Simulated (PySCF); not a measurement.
One of the candidates below gave these computed data.

All candidates are C4H10F2Si2.

| technique | computed result |
| --- | --- |
| 13C NMR | chemical shifts (computed TMS as zero) by class: 171.7 (1 C), 151.7 (1 C), 122.2 (1 C), -3.9 (1 C) ppm [GIAO PBE0/pcSseg-1] |
| Rotational structure | rotational constants A, B, C: 1.995, 0.880, 0.700 GHz [GFN2-xTB] |
| 1H NMR | chemical shifts (computed TMS as zero) by class: 7.33 (1 H), 6.71 (1 H), 4.45 (2 H), 4.12 (3 H), 0.43 (3 H) ppm [GIAO PBE0/pcSseg-1] |
| NMR, other nuclei | isotropic shieldings of nuclei other than C and H, by class: 302 (2 F), 389 (1 Si), 437 (1 Si) ppm [GIAO PBE0/pcSseg-1] |
| Dipole | 1.44 D [PBE0/pcSseg-1] |

The electronic properties come from PySCF, for the isolated species, density fitting. Levels stand in brackets. One conformer (not necessarily the lowest) at the GFN2-xTB geometry, without solvent, vibrations or thermal averaging. NMR classes are plain means over equivalent atoms (diastereotopic ones count apart unless rotation or inversion swaps them), as if these changed places fast.

Problem. Which candidate is it?
A. `FC[Si@@H]1C[SiH2][C@@H](F)C1`
B. `C[Si@@H]1C[SiH2][C@H]1C(F)F`
C. `C[SiH2]/C(=C/[SiH3])C(F)F`

Solution. C. It is `C[SiH2]/C(=C/[SiH3])C(F)F`. Numbering: `[CH3:1][SiH2:2]/[C:3](=[CH:4]/[SiH3:5])[CH:6]([F:7])[F:8]`. Its formula, C4H10F2Si2, gives 1 degree of unsaturation: 0 rings and 1 π bond in the structure found. 4 carbons fall into 4 classes; from least to most shielded: fully substituted alkene carbon [C3] (171.7 ppm), alkene CH carbon [C4] (151.7 ppm), CHF2 carbon [C6] (122.2 ppm), Si-methyl carbon [C1] (-3.9 ppm). Hydrogen classes from least to most shielded: 1 H on an alkene CH carbon, C4 (7.33 ppm), 1 H on a CHF2 carbon, C6 (6.71 ppm), 2 H on an SiH2 silicon, Si2 (4.45 ppm), 3 H on an SiH3 silicon, Si5 (4.12 ppm), 3 H on an Si-methyl carbon, C1 (0.43 ppm). The other shieldings belong to: 302 ppm, fluorine of a CF2 group [F7/F8]; 389 ppm, SiH2 silicon [Si2]; 437 ppm, SiH3 silicon [Si5]. The optimised geometry has point group C1 and is an asymmetric top.

The others, at the same levels:
- `C[Si@@H]1C[SiH2][C@H]1C(F)F` fails: its computed 13C shifts are 123.7 (1 C), 30.4 (1 C), -1.2 (1 C), -3.2 (1 C) ppm, 1H shifts are 6.51 (1 H), 5.09 (1 H), 5.09 (1 H), 4.76 (1 H), 1.44 (1 H), 0.74 (1 H), 0.37 (3 H), 0.31 (1 H) ppm and smallest rotational constant is 0.875 GHz (against 0.700 GHz).
- `FC[Si@@H]1C[SiH2][C@@H](F)C1` fails: its computed 13C shifts are 93.7 (1 C), 78.5 (1 C), 20.6 (1 C), -18.1 (1 C) ppm, 1H shifts are 5.58 (1 H), 5.01 (1 H), 4.97 (1 H), 4.63 (1 H), 4.52 (1 H), 4.27 (1 H), 1.71 (1 H), 0.96 (1 H), 0.17 (1 H), 0.08 (1 H) ppm and rotational constant A is 2.287 GHz (against 1.995 GHz).

Each candidate is one conformer, not necessarily the lowest. The conformers computed, where there is a choice (atom-mapped SMILES and torsion angles):
- `[CH3:1][SiH2:2]/[C:3](=[CH:4]/[SiH3:5])[CH:6]([F:7])[F:8]`: C1–Si2–C3–C4 -108°, Si2–C3–C6–F7 -121°
- `[CH3:1][Si@@H:2]1[CH2:3][SiH2:4][C@H:5]1[CH:6]([F:7])[F:8]`: Si4–C5–C6–F7 -64°

The conformers of `FC[Si@@H]1C[SiH2][C@@H](F)C1` aren't listed.
